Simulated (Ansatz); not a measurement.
Reaction (substitution at a C–C bond): `CCCCCCCCCCS` + `OCF` → `CCCOCF` + `CCCCCCCS`

Computed with Ansatz on PBE0-D4/def2-TZVP structures; ΔE is electronic, products minus reactants. CCSD(T)/CBS is the MP2 limit (def2-TZVPP, def2-QZVPP) plus CCSD(T) − MP2 in def2-TZVPP, frozen cores. Each species was taken in one conformer, which may not be the lowest.

```tsv
species	CCSD(T)/CBS(def2) energy (Eh)
`CCCCCCCCCCS`	-791.57688
`OCF`	-214.81254
`CCCOCF`	-332.58247
`CCCCCCCS`	-673.79452
```

**Question.** Work out ΔE.

**Answer.** ΔE = (-332.58247) + (-673.79452) − (-791.57688) − (-214.81254) = 0.01243 Eh = +7.8 kcal/mol.

Largest T1 diagnostic among the species: 0.011.

From PBE to PBE0 (25 % exact exchange), in def2-TZVPP and without D4, ΔE moves by +0.9 kcal/mol. In def2-TZVPP, CCSD(T) changes the Hartree–Fock value by +1.9 kcal/mol (the triples alone add −0.0 kcal/mol) and MP2 by +3.1 kcal/mol.
